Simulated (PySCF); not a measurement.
A calculated (HSE06, PySCF 2.14, aug-cc-pVTZ-X2C, the spin-free X2C one-electron Hamiltonian (Gaussian nucleus)) atom or ion has these occupied shells.

```
shell  electrons  orbital energy (eV)  rms radius, mean of both spins (bohr)
 1s β          1              -3984.2                                 0.0888
 1s α          1              -3984.2                                 0.0888
 2s α          1              -428.27                                  0.395
 2s β          1              -428.16                                  0.395
 2p α          3              -345.89                                  0.364
 2p β          3              -345.79                                  0.364
 3s α          1              -53.621                                   1.25
 3s β          1              -53.036                                   1.25
 3p α          3              -33.325                                   1.40
 3p β          3              -32.636                                   1.40
 3d α          1               -6.899                                   2.74
```

Q: Name the element and its charge.

A: Ca⁺ (calcium, charge +1), in [Ar] 3d1, 2D determinant (an excited configuration).
